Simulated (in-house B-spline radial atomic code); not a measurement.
Response of As3+ as one setting changes: the share of exact exchange in a PBE hybrid. A dash marks a strongly mixed or unbound state. Computed with an all-electron radial atomic-structure program (B-spline basis): linear response of the closed shell [Ar] 3d10 4s2 with the functional's adiabatic kernel; scalar-relativistic (spin-free one-electron X2C), finite nucleus, no spin-orbit coupling, no double excitations, S, P, D and F terms only; shells from n = 2 respond. Only terms of natural parity with L up to 3 were computed.

```json
{"share of exact exchange in a PBE hybrid": "0", "lowest 1P (eV)": "4s → 4p 14.220", "lowest 3P, Tamm-Dancoff (eV)": "4s → 4p 10.045", "minus highest occupied level (eV)": "44.42", "α (bohr³)": "6.717"}
{"share of exact exchange in a PBE hybrid": "0.1", "lowest 1P (eV)": "4s → 4p 14.100", "lowest 3P, Tamm-Dancoff (eV)": "4s → 4p 9.897", "minus highest occupied level (eV)": "44.88", "α (bohr³)": "6.824"}
{"share of exact exchange in a PBE hybrid": "0.2", "lowest 1P (eV)": "?", "lowest 3P, Tamm-Dancoff (eV)": "?", "minus highest occupied level (eV)": "?", "α (bohr³)": "?"}
{"share of exact exchange in a PBE hybrid": "0.3", "lowest 1P (eV)": "4s → 4p 13.860", "lowest 3P, Tamm-Dancoff (eV)": "4s → 4p 9.604", "minus highest occupied level (eV)": "45.80", "α (bohr³)": "7.049"}
{"share of exact exchange in a PBE hybrid": "0.4", "lowest 1P (eV)": "4s → 4p 13.739", "lowest 3P, Tamm-Dancoff (eV)": "4s → 4p 9.458", "minus highest occupied level (eV)": "46.26", "α (bohr³)": "7.167"}
{"share of exact exchange in a PBE hybrid": "0.5", "lowest 1P (eV)": "4s → 4p 13.618", "lowest 3P, Tamm-Dancoff (eV)": "4s → 4p 9.314", "minus highest occupied level (eV)": "46.72", "α (bohr³)": "7.288"}
{"share of exact exchange in a PBE hybrid": "0.6", "lowest 1P (eV)": "4s → 4p 13.497", "lowest 3P, Tamm-Dancoff (eV)": "4s → 4p 9.170", "minus highest occupied level (eV)": "47.18", "α (bohr³)": "7.413"}
{"share of exact exchange in a PBE hybrid": "0.7", "lowest 1P (eV)": "4s → 4p 13.376", "lowest 3P, Tamm-Dancoff (eV)": "4s → 4p 9.028", "minus highest occupied level (eV)": "47.64", "α (bohr³)": "7.543"}
{"share of exact exchange in a PBE hybrid": "0.8", "lowest 1P (eV)": "?", "lowest 3P, Tamm-Dancoff (eV)": "?", "minus highest occupied level (eV)": "?", "α (bohr³)": "?"}
{"share of exact exchange in a PBE hybrid": "0.9", "lowest 1P (eV)": "4s → 4p 13.131", "lowest 3P, Tamm-Dancoff (eV)": "4s → 4p 8.746", "minus highest occupied level (eV)": "48.55", "α (bohr³)": "7.813"}
{"share of exact exchange in a PBE hybrid": "1", "lowest 1P (eV)": "4s → 4p 13.009", "lowest 3P, Tamm-Dancoff (eV)": "4s → 4p 8.606", "minus highest occupied level (eV)": "49.00", "α (bohr³)": "7.955"}
```

Task: What belongs in the row for 0.8?

Result: lowest 1P (eV): 4s → 4p 13.254; lowest 3P, Tamm-Dancoff (eV): 4s → 4p 8.886; minus highest occupied level (eV): 48.09; α (bohr³): 7.676.

Task: What belongs in the row for 0.2?

Result: lowest 1P (eV): 4s → 4p 13.980; lowest 3P, Tamm-Dancoff (eV): 4s → 4p 9.750; minus highest occupied level (eV): 45.34; α (bohr³): 6.935.
